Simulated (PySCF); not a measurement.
A GIAO shielding run with PySCF (density fitting, non-relativistic, gas phase) on `CCCc1sc([O-])c(F)c1F`, [C7H7F2OS]-:

```
{"job": {"kind": "nmr", "xc": "PBE0", "basis": "pcSseg-1"}, "charge": -1, "multiplicity": 1}
C     -2.988826     0.399328     0.332315
C     -1.477415     0.494223     0.497540
C     -0.738215    -0.554391    -0.342667
C      0.737313    -0.472910    -0.152002
S      1.516542    -1.031242     1.317427
C      3.208322    -0.491358     0.758469
O      4.188213    -0.666508     1.469617
C      2.995996     0.063874    -0.487866
F      4.037010     0.573312    -1.238004
C      1.671283     0.079170    -0.964574
F      1.345457     0.605009    -2.183294
H     -3.492948     1.132393     0.960415
H     -3.339108    -0.592699     0.612353
H     -3.272161     0.582118    -0.703111
H     -1.207615     0.345306     1.544615
H     -1.137249     1.489485     0.203163
H     -1.091663    -1.549309    -0.054140
H     -0.963695    -0.399486    -1.401907
```

Hardware: 1 thread of an x86-64 server CPU, shared host. The job also computes population analyses, field gradients, ring-centre shieldings.

Problem. How large is the calculation?

Solution. 92 electrons, 229 basis functions and 1207 auxiliary functions.

Problem. How long does it take?

Solution. 25 s of wall time, with 16 SCF cycles and 5 response iterations. Times on a shared host scatter by some tens of per cent.
